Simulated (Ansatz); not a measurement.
```yaml
crystal:
  periodic: [false, false, false]
  atoms:
    - {symbol: C, position_ang: [-0.114285, 1.213141, -0.899652]}
    - {symbol: N, position_ang: [-0.456120, 0.195094, 0.090419]}
    - {symbol: C, position_ang: [0.038209, 0.528384, 1.423841]}
    - {symbol: In, position_ang: [0.323650, -1.940990, -0.591316]}
    - {symbol: H, position_ang: [-0.541027, 0.941683, -1.865320]}
    - {symbol: H, position_ang: [-0.475155, 2.206794, -0.608997]}
    - {symbol: H, position_ang: [0.971286, 1.252596, -1.005318]}
    - {symbol: H, position_ang: [-1.465178, 0.097552, 0.127846]}
    - {symbol: H, position_ang: [1.129333, 0.543023, 1.402616]}
    - {symbol: H, position_ang: [-0.278607, -0.236620, 2.132830]}
    - {symbol: H, position_ang: [-0.319442, 1.508126, 1.761858]}
    - {symbol: H, position_ang: [-0.309021, -2.833602, 0.759219]}
    - {symbol: H, position_ang: [2.007552, -1.508291, -0.591394]}
    - {symbol: H, position_ang: [-0.524197, -1.996093, -2.107630]}
basis:
  gaussian: {orbitals: STO-3G}
hamiltonian: {xc: {name: wB97X}}
output: {forces: true}
```

```sh
$ ansatz run in.yaml --threads 4 --pin off --events-out ev --progress --plain --max-ram 10444MiB
```

Output, abridged:

```
Functional definition: wB97X
722 factors; integrals over basis functions are off by at most 8.9e-5 eV
211 factors; integrals over basis functions are off by at most 1.2e-6 eV
mean field evaluation 1: about -158377.7548 eV, gradient 1.4e1 eV
mean field evaluation 2: about -158378.6544 eV, gradient 5.5e0 eV
mean field evaluation 4: about -158378.7546 eV, gradient 1.9e-1 eV
mean field evaluation 8: about -158378.5988 eV, gradient 3.2e-3 eV
mean field -158378.59883975 eV, -5820.3061544910 hartree, gradient 1.9e-5 eV, S^2 0.000000; 0 other end points of the search recorded, 0 dependent functions left out
reference -158378.59881645 eV, -5820.3061536344 hartree; 39, 39 occupied and 13, 13 virtual orbitals, 722 factors
Total energy: -158378.59881645 eV, -5820.3061536344 hartree
Atom 0 at    -0.114285     1.213141    -0.899652 Å, force     0.333321     1.157011    -0.891661 eV/Å
Atom 1 at    -0.456120     0.195094     0.090419 Å, force     1.095114    -2.598071    -0.838553 eV/Å
Atom 2 at     0.038209     0.528384     1.423841 Å, force     0.480288     0.503561     1.327300 eV/Å
Atom 3 at     0.323650    -1.940990    -0.591316 Å, force     0.064445    -0.020411    -0.010667 eV/Å
Atom 4 at    -0.541027     0.941683    -1.865320 Å, force    -0.214629    -0.131009    -0.355680 eV/Å
Atom 5 at    -0.475155     2.206794    -0.608997 Å, force    -0.126653     0.311085     0.078871 eV/Å
Atom 6 at     0.971286     1.252596    -1.005318 Å, force     0.392332     0.018867    -0.011400 eV/Å
Atom 7 at    -1.465178     0.097552     0.127846 Å, force    -1.827889    -0.004021     0.118946 eV/Å
Atom 8 at     1.129333     0.543023     1.402616 Å, force     0.390921     0.023490    -0.027794 eV/Å
Atom 9 at    -0.278607    -0.236620     2.132830 Å, force    -0.174818    -0.310201     0.251951 eV/Å
Atom 10 at    -0.319442     1.508126     1.761858 Å, force    -0.124432     0.299336     0.117697 eV/Å
Atom 11 at    -0.309021    -2.833602     0.759219 Å, force     0.749979     1.142915    -1.636956 eV/Å
Atom 12 at     2.007552    -1.508291    -0.591394 Å, force    -2.051588    -0.510495     0.005281 eV/Å
Atom 13 at    -0.524197    -1.996093    -2.107630 Å, force     1.013609     0.117945     1.872665 eV/Å
Dipole moment:    -0.354056     0.968606     0.309241 e Å
```

It took 2.6 s on 4 threads of an Arm Neoverse V1 on a shared host, with 0.21 GiB of host memory at the peak.
